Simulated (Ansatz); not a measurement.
C2H9ClGeSi, SMILES `C[Si](C)(Cl)[GeH3]`, relaxed with RKS PBE-D4/def2-SVP in the Gaussian-basis code of Ansatz from a rough embedded geometry. The force threshold is 0.03 eV/Å; the program also tests the step.

Total charge 0; spin multiplicity 1.

Start:

```xyz
14

C     1.319    0.677    1.004
Si   -0.307    0.367    0.245
C    -0.273    0.983   -1.489
Cl   -1.888    1.342    1.250
Ge   -0.705   -1.920    0.270
H     2.138    0.223    0.487
H     1.506    1.818    1.018
H     1.287    0.371    2.072
H    -0.078    2.095   -1.564
H    -1.250    0.769   -2.017
H     0.541    0.466   -2.089
H     0.434   -2.616   -0.551
H    -2.041   -2.175   -0.366
H    -0.682   -2.399    1.730
```

```json
{"step": "1", "energy (eV)": "-79105.2257", "largest force (eV/Å)": "2.551", "largest move (Å)": "0.000"}
{"step": "2", "energy (eV)": "-79105.4633", "largest force (eV/Å)": "0.600", "largest move (Å)": "0.193"}
{"step": "3", "energy (eV)": "-79105.5000", "largest force (eV/Å)": "0.134", "largest move (Å)": "0.056"}
{"step": "4", "energy (eV)": "-79105.5037", "largest force (eV/Å)": "0.053", "largest move (Å)": "0.024"}
{"step": "5", "energy (eV)": "-79105.5047", "largest force (eV/Å)": "0.010", "largest move (Å)": "0.022"}
```

End:

```xyz
14

C     1.357    0.776    1.069
Si   -0.264    0.371    0.199
C    -0.281    1.021   -1.570
Cl   -1.820    1.324    1.255
Ge   -0.730   -1.975    0.268
H     2.206    0.281    0.554
H     1.534    1.871    1.065
H     1.341    0.432    2.122
H    -0.105    2.116   -1.581
H    -1.255    0.820   -2.058
H     0.516    0.531   -2.167
H     0.347   -2.774   -0.522
H    -2.112   -2.293   -0.363
H    -0.734   -2.501    1.728
```

It took 9 s on 4 threads of an Intel Xeon Platinum 8375C on a shared host, with 0.23 GiB of host memory at the peak.
